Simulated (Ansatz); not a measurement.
Cartesian coordinates (Å):
```xyz
6

O      1.2968     0.0144    -0.2912
Si    -0.2779    -0.3243    -0.0116
I     -1.6438     1.7048    -0.0074
H      1.7394     0.6348     0.2906
H     -0.4929    -0.9570     1.3109
H     -0.7195    -1.1880    -1.1230
```
Charge 0, multiplicity 1.

All values below come from frozen-core CCSD(T)/def2-TZVPP // PBE0-D4/def2-TZVP in Ansatz (a program for electronic structure).

The HF energy is -662.34129 Ha and the MP2 correlation energy is -0.86147 Ha.

Task: Estimate the CCSD correlation energy, the (T) correction, the total energy and the T1 diagnostic.

Result: 
| Quantity | Value |
|---|---|
| CCSD correlation energy | -0.84952 Ha |
| (T) correction | -0.02318 Ha |
| CCSD(T) total energy | -663.21399 Ha |
| T1 diagnostic | 0.009 |
